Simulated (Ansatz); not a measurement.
`[F][GeH]([Cl])[GeH3]` + CH₃NH₂ → `C[NH][GeH]([F])[Cl]` + GeH₄ at 500 K and 1 bar (cleavage of the Ge–Ge bond).

Calculated with Ansatz (gas phase, PBE0-D4/def2-TZVP geometries, no zero-point term in ΔE). CCSD(T)/CBS is the MP2 limit (def2-TZVPP, def2-QZVPP) plus CCSD(T) − MP2 in def2-TZVPP, frozen cores. For Ge outer-core shells are correlated without core-valence functions, which leaves a few kJ/mol of doubt a bond. Scalar relativity is left out up to krypton. One conformer a species, not always the lowest.

```json
{"species": "`[F][GeH]([Cl])[GeH3]`", "CCSD(T)/CBS energy (Eh)": "-4714.27861", "H − E (kJ/mol)": "138.7", "S (J/(mol·K))": "435.1"}
{"species": "CH₃NH₂", "CCSD(T)/CBS energy (Eh)": "-95.75281", "H − E (kJ/mol)": "191.8", "S (J/(mol·K))": "270.3"}
{"species": "`C[NH][GeH]([F])[Cl]`", "CCSD(T)/CBS energy (Eh)": "-2731.53480", "H − E (kJ/mol)": "221.8", "S (J/(mol·K))": "432.5"}
{"species": "GeH₄", "CCSD(T)/CBS energy (Eh)": "-2078.49493", "H − E (kJ/mol)": "99.4", "S (J/(mol·K))": "244.6"}
```

H − E and S are ideal-gas, rigid-rotor, harmonic terms from PBE0-D4/def2-TZVP, for one conformer and one mirror image of each species. 1 Eh = 2625.50 kJ/mol, R = 8.31446 J/(mol·K).

Question: By hand: ΔE, ΔH, ΔS and ΔG.

Answer: ΔE = (-2731.53480) + (-2078.49493) − (-4714.27861) − (-95.75281) = 0.00169 Eh = 4.4 kJ/mol. Δ(H − E) = 221.8 + 99.4 − 138.7 − 191.8 = -9.3, so ΔH = -4.9 kJ/mol. ΔS = 432.5 + 244.6 − 435.1 − 270.3 = -28.3 J/(mol·K). ΔG = -4.9 − 500 × (-28.3)/1000 = 9.2 kJ/mol.

Question: By hand: the equilibrium constant, and the temperature at which ΔG would vanish if ΔH and ΔS stayed fixed.

Answer: log₁₀ K = −ΔG/(RT ln 10) = -1.0. ΔG = 0 at ΔH/ΔS = 173 K, though so small a ΔH makes that figure unsure.

TΔS isn't small against ΔH here. A doubt of 5 kJ/mol in ΔE shifts log₁₀ K by 0.5 here. Other conformers and mirror images would add mixing entropy, several J/(mol·K) or more a flexible species. Modes under 60 cm⁻¹, often nearly free rotors, make the harmonic entropy too high. These are equilibria of isolated gas molecules and say nothing of rates. Largest T1 diagnostic: 0.012 (customary marks: 0.02 for closed shells, 0.045 for open ones).
